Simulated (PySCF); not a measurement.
Zn(OH2)6, SMILES [OH2]->[Zn+2](<-[OH2])(<-[OH2])(<-[OH2])(<-[OH2])<-[OH2] (H12O6Zn (cation, charge +2)) (GFN2-xTB optimised geometry):

```
19

Zn    -0.002    -0.003     0.000
O     -0.012    -0.065     2.017
H     -0.830    -0.114     2.527
H      0.646     0.338     2.596
O      2.016    -0.003     0.000
H      2.580    -0.454     0.640
H      2.531     0.067    -0.814
O      0.034     2.014     0.000
H      0.858     2.515    -0.047
H     -0.609     2.589     0.434
O     -0.064    -2.020    -0.026
H     -0.138    -2.543     0.782
H      0.359    -2.589    -0.681
O     -2.020     0.023     0.027
H     -2.580     0.687    -0.393
H     -2.544    -0.786     0.073
O      0.034     0.033    -2.017
H     -0.396    -0.604    -2.601
H      0.101     0.857    -2.516
```

Method: PySCF with CAM-B3LYP/def2-SVP.

Problem. What are the frontier orbital energies?

Solution. HOMO-2 -19.29 eV, HOMO-1 -19.28 eV, HOMO -19.28 eV, LUMO -7.01 eV, LUMO+1 -5.45 eV.

On the same geometry PySCF with PBE/def2-SVP gives HOMO-2 -15.81 eV, HOMO-1 -15.72 eV, HOMO -15.72 eV, LUMO -8.80 eV, LUMO+1 -7.32 eV.

Meta-Löwdin charges at CAM-B3LYP/def2-SVP: Zn1 1.45, O2 -0.64, H3 0.37, H4 0.37, O5 -0.64, H6 0.37, H7 0.37, O8 -0.64, H9 0.37, H10 0.37, O11 -0.64, H12 0.37, H13 0.37, O14 -0.64, H15 0.37, H16 0.37, O17 -0.64, H18 0.37, H19 0.37.
